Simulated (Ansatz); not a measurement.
Relaxation of CH5ClMgO (9 atoms, charge 0, multiplicity 1), to a largest force component of 0.03 eV/Å in at most 50 steps.

Method: Ansatz 0.2.0, RKS B3LYP-D4/def2-SVPD.

```xyz
9
Properties=species:S:1:pos:R:3
Mg -0.776 -0.211 0.524
O 0.268 1.824 -1.940
C 0.641 -1.381 1.490
H -0.691 1.946 -1.863
Cl -2.638 1.001 -0.371
H 0.439 1.625 -2.867
H 0.182 -2.216 2.042
H 1.360 -1.808 0.772
H 1.216 -0.780 2.213
```

Where does it end, and by what steps?

The forces met the threshold. After 10 steps the energy has fallen by 0.649 eV; H6 moved furthest, 1.00 Å. Joined: Mg1–O2 (3.36 → 2.09 Å).

```json
{"step": "0", "energy less start (eV)": "0.0000", "largest force component (eV/Å)": "0.876", "accepted": "yes"}
{"step": "1", "energy less start (eV)": "-0.1362", "largest force component (eV/Å)": "0.949", "accepted": "yes"}
{"step": "2", "energy less start (eV)": "-0.2719", "largest force component (eV/Å)": "0.939", "accepted": "yes"}
{"step": "3", "energy less start (eV)": "-0.4536", "largest force component (eV/Å)": "0.816", "accepted": "yes"}
{"step": "4", "energy less start (eV)": "-0.5841", "largest force component (eV/Å)": "1.089", "accepted": "yes"}
{"step": "5", "energy less start (eV)": "-0.6116", "largest force component (eV/Å)": "0.505", "accepted": "yes"}
{"step": "6", "energy less start (eV)": "-0.6274", "largest force component (eV/Å)": "0.821", "accepted": "yes"}
{"step": "7", "energy less start (eV)": "-0.6418", "largest force component (eV/Å)": "0.210", "accepted": "yes"}
{"step": "8", "energy less start (eV)": "-0.6460", "largest force component (eV/Å)": "0.169", "accepted": "yes"}
{"step": "9", "energy less start (eV)": "-0.6468", "largest force component (eV/Å)": "0.146", "accepted": "yes"}
{"step": "10", "energy less start (eV)": "-0.6486", "largest force component (eV/Å)": "0.013", "accepted": "yes"}
```

```xyz
9
Properties=species:S:1:pos:R:3
Mg -0.698 0.087 0.157
O 0.023 1.172 -1.476
C 0.630 -1.147 1.196
H -0.726 1.680 -1.830
Cl -2.742 1.039 -0.260
H 0.822 1.344 -1.986
H 0.112 -1.902 1.811
H 1.297 -1.699 0.510
H 1.281 -0.575 1.878
```

Whether the end is a true minimum wasn't checked by a vibrational analysis.

Run time: 39 s on 4 threads of Arm Neoverse N1, on a shared host, peak memory 0.32 GiB.
